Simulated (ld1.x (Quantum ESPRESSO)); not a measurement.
## Which change was made? (Ag, TM)

- Element: Ag
- Generator: ld1.x (Quantum ESPRESSO) 7.5
- Type: norm-conserving Troullier–Martins (Kleinman–Bylander form)
- Functional: Wu–Cohen
- Relativity: scalar-relativistic
- Frozen core: [Ar] 3d10
- Valence charge: 19
- Reference configuration: 4s2 4p6 4d10 5s0 5p0 (charge +1)
- Partial waves: 4s (bound): rc 1.30 bohr; 4d (bound): rc 1.85 bohr; 4p (bound): rc 1.50 bohr
- Local potential: the p channel
- Core correction: Bessel-smoothed model core inside 1.25 bohr

Cutoffs, loose and tight: the cutoffs (Ry, on a coarse ladder) from which the occupation-weighted sum of valence levels, in a spherical-Bessel basis at the reference potential, stays within 10 and 1 mRy of its value at 400 Ry. They do not see the model core or the augmentation charge, which bear on the density cutoff. Test errors are all-electron minus pseudo excitation energies from the reference, over the configurations 4s2 4p6 4d10 5s1 5p0; 4s2 4p6 4d9 5s0 5p0; 4s2 4p6 4d8 5s0 5p0; 4s2 4p5 4d10 5s1 5p0; 4s1 4p6 4d10 5s1 5p0; 4s2 4p6 4d10 5s0.5 5p0; 4s2 4p6 4d9 5s2 5p0; variants that change the core or the reference have their own tests.

The base gives: outcome: generated; cutoff, loose: 90 Ry; cutoff, tight: 140 Ry; bound ghosts: none; largest test error (meV): +1062.

On the changes marked as counting shells twice: ld1.x takes every shell without a wave as core, so the model core holds the marked electrons as well and exchange and correlation see them twice. This cancels in the reference configuration, but the file is broken for other ones, and its errors say nothing about a proper core correction.

After one change the result is: outcome: generated; cutoff, loose: 70 Ry; cutoff, tight: 80 Ry; bound ghosts: none; largest test error (meV): +580. Which change was it?
A. reference 4s2 4p6 4d10 5s1 5p0 (5s counted twice)
B. local potential the d channel
C. type RRKJ; rho0 0.02
D. wave 4p (bound): rc 1.50 bohr becomes 4p (bound): rc 1.00 bohr

C. The others give: reference 4s2 4p6 4d10 5s1 5p0 (5s counted twice) → outcome: generated, misses its reference levels by 0.43 eV; cutoff, loose: 90 Ry; cutoff, tight: 140 Ry; bound ghosts: none; largest test error (meV): -2099 | wave 4p (bound): rc 1.50 bohr becomes 4p (bound): rc 1.00 bohr → outcome: generated; cutoff, loose: 160 Ry; cutoff, tight: 200 Ry; bound ghosts: none; largest test error (meV): +717 | local potential the d channel → outcome: generated; cutoff, loose: 90 Ry; cutoff, tight: 140 Ry; bound ghosts: none; largest test error (meV): +788.
